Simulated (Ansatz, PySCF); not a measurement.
This PySCF input computes a BLYP/def2-TZVPD energy:

```python
from pyscf import gto, scf, dft

mol = gto.M(
    atom='''
    Sn   -0.00363434   -0.01081654    0.87291239
    Br   -1.82041277   -1.46317825   -0.44145353
    Br   -0.35897586    2.31729584   -0.38852382
    Br    2.18458054   -0.83866540   -0.41704035
    ''',
    basis='def2-tzvpd',
    ecp='def2-tzvp',
    charge=-1,
    spin=0,
    verbose=4,
)

mf = dft.RKS(mol, xc='blyp').density_fit(auxbasis='def2-universal-jkfit')
mf.grids.level = 3
mf.conv_tol = 1e-9
mf.max_cycle = 100
mf.max_memory = 1500
mf.kernel()
if not mf.converged:
    mf = mf.newton()
    mf.kernel(mf.make_rdm1())
mf.analyze()
```

Write an input for the same energy in Ansatz (an electronic-structure program) and say what it gives.


Ansatz 0.2 input:
```yaml
crystal:
  periodic: [false, false, false]
  atoms:
    - {symbol: Sn, position_ang: [-0.00363434, -0.01081654, 0.87291239]}
    - {symbol: Br, position_ang: [-1.82041277, -1.46317825, -0.44145353]}
    - {symbol: Br, position_ang: [-0.35897586, 2.31729584, -0.38852382]}
    - {symbol: Br, position_ang: [2.18458054, -0.83866540, -0.41704035]}
basis:
  gaussian:
    orbitals: def2-TZVPD
hamiltonian:
  xc: {name: BLYP}
total_charge: -1
output: {forces: true}
```
It gives -7937.08125 Eh, and PySCF -7937.08136 Eh, a difference of 0.11 mEh, from the treatment of integrals and grids.
